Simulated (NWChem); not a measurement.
SiHF₃; SMILES [SiH](F)(F)F

Computed with NWChem. Geometry: optimised at PBE0/def2-SVP. Vertical excitations in the gas phase; the lowest state need not have the same character in each row.

```csv
level,"lowest excitation, singlet (eV)",orbital gap (eV)
"PBE/aug-cc-pVDZ, TDA",9.41,9.08
"B3LYP/aug-cc-pVDZ, TDA",10.13,10.99
"PBE0/aug-cc-pVDZ, TDA",(withheld),(withheld)
```

Problem. Fill in the missing entries.

Solution. 
- PBE0/aug-cc-pVDZ, TDA, lowest excitation, singlet (eV): 10.30
- PBE0/aug-cc-pVDZ, TDA, orbital gap (eV): 11.53
